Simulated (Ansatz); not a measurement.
One change: `[NH2][Ta]([OH])([F])=[S]` becomes `[OH][Ta]([OH])([F])=[S]`.

Ansatz, PBE0-D4/def2-TZVP geometries, multiplicity 1. Each molecule was computed in one conformer, which needn't be the lowest.

Elements past krypton have def2 core potentials.

```csv
property,`[NH2][Ta]([OH])([F])=[S]`
HOMO energy (PBE/def2-TZVPP) / eV,-6.37
size of the dipole moment (PBE/def2-TZVPP) / D,3.42
HOMO–LUMO gap (PBE/def2-TZVPP) / eV,4.16
HOMO–LUMO gap (B3LYP/def2-TZVPP) / eV,5.69
HOMO–LUMO gap (PBE0/def2-TZVPP) / eV,6.14
size of the dipole moment (B3LYP/def2-TZVPP) / D,3.46
```

Task: Give the same properties after the change, and the shifts. (Estimate.)

Result: The calculation gave: 
```csv
property,`[OH][Ta]([OH])([F])=[S]`,shift
HOMO energy (PBE/def2-TZVPP) / eV,-6.54,-0.17
size of the dipole moment (PBE/def2-TZVPP) / D,2.34,-1.08
HOMO–LUMO gap (PBE/def2-TZVPP) / eV,4.35,0.19
HOMO–LUMO gap (B3LYP/def2-TZVPP) / eV,5.89,0.20
HOMO–LUMO gap (PBE0/def2-TZVPP) / eV,6.35,0.21
size of the dipole moment (B3LYP/def2-TZVPP) / D,2.35,-1.11
```

The zero-point energy changes by -31.6 kJ/mol with -3 modes. Dipoles are sizes alone; their direction can turn.

B3LYP here is the variant with VWN-RPA as its local correlation; programs differ in this.

Positive LUMOs are unbound, so they and the gaps depend on the basis.
